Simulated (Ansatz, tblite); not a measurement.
Forces on Mg₂S₂⁻ at its PBE-D4/def2-TZVPD geometry. Charge -1, multiplicity 2.

The xTB rows come from tblite. HSE06 is defined as in plane-wave codes, on full-range PBE exchange. The structure comes from a short search, and lower isomers may exist.

GFN1-xTB (tblite), largest force 0.73 eV/Å:

```xyz
4
positions Å, forces eV/Å
Mg   -1.232    0.627   -0.137   -0.595    0.303   -0.066
Mg    1.232   -0.627    0.137    0.597   -0.304    0.067
S    -0.509   -0.621    1.731   -0.195   -0.236    0.660
S     0.509    0.621   -1.731    0.193    0.238   -0.661
```

GFN2-xTB (tblite), largest force 0.48 eV/Å:

```
Mg -0.428 0.218 -0.047
Mg 0.428 -0.218 0.048
S -0.100 -0.122 0.340
S 0.100 0.122 -0.340
```

HSE06-D4/def2-TZVPD (Ansatz), largest force 0.26 eV/Å:

```
Mg 0.161 -0.082 0.018
Mg -0.162 0.082 -0.018
S 0.070 0.085 -0.237
S -0.069 -0.085 0.237
```
